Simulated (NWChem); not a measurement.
ZnCl cation; SMILES [Cl][Zn+]

```xyz
2

Zn     0.0000     0.0000    -0.7549
Cl     0.0000     0.0000     1.3150
```
Atoms are numbered in this order, from 1.

Results from NWChem. Geometry: optimised at PBE0/def2-SVP. GIAO values for the isolated, static molecule; σ is the absolute isotropic shielding.

Task: What does the run give for BHandHLYP/pcSseg-1? Quantities: σ Zn1 (ppm); σ Cl2 (ppm).

Result: 
```json
{
  "σ Zn1 (ppm)": "2270.0",
  "σ Cl2 (ppm)": "762.4"
}
```
